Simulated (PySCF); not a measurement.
C2H4BNO2, SMILES OB1C=NCO1.

Geometry optimised at B3LYP-D3(BJ)/def2-SVP. The structure was generated by enumeration, and PubChem lists no compound with its InChIKey, so it may never have been made. The values are those of a single conformer.

Two levels are set side by side: TDDFT-PBE/def2-SVPD (PySCF) and TDDFT-PBE0/def2-SVPD (PySCF). Vertical, same geometry. The lowest singlet is HOMO→LUMO 100 % with PBE and HOMO→LUMO 99 % with the other functional; states are paired by order. Differences are taken from unrounded values.

| quantity | TDDFT-PBE0 |
|---|---|
| lowest singlet excitation (eV) | 4.65 |
| lowest triplet excitation (TDA) (eV) | 3.72 |
| first bright state (f over 0.05) (eV) | 6.69 |
| its oscillator strength | 0.14 |

### Question
What does TDDFT-PBE give, and how far is it from TDDFT-PBE0? (The exact figures need the calculation; the answer reports its results.)

### Answer

```json
[
 {"quantity": "lowest singlet excitation (eV)", "TDDFT-PBE": "4.40", "TDDFT-PBE minus TDDFT-PBE0": "-0.25"},
 {"quantity": "lowest triplet excitation (TDA) (eV)", "TDDFT-PBE": "3.55", "TDDFT-PBE minus TDDFT-PBE0": "-0.17"},
 {"quantity": "first bright state (f over 0.05) (eV)", "TDDFT-PBE": "5.71", "TDDFT-PBE minus TDDFT-PBE0": "-0.99"},
 {"quantity": "its oscillator strength", "TDDFT-PBE": "0.07", "TDDFT-PBE minus TDDFT-PBE0": "-0.07"}
]
```

Functionals without exact exchange tend to place singlet excitations lower, as here. Differences between two approximate levels are no errors against the true value.

Rough cost on one machine, each run with all the roots and properties that it gave: TDDFT-PBE0 against TDDFT-PBE about 4 times.
